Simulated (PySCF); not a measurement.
Vertical excitations of a molecule C2H5BO3 from PySCF with TDA-PBE0/def2-SVPD, as energy in eV (oscillator strength): 6.76 (0.011), 7.30 (0.027), 7.44 (0.010), 7.78 (0.006), 8.12 (0.001), 8.31 (0.042), 8.38 (0.018), 8.44 (0.037), 8.49 (0.017), 8.69 (0.029). Lowest triplet (TDA): 6.65 eV. Geometry: PBE-D3(BJ)/def2-SVP. Other conformers were not sampled.

Which structure fits?
A) CC(=O)B(O)O
B) COB1OCO1
C) OB1COCO1
D) CB(O)C(=O)O

C, OB1COCO1
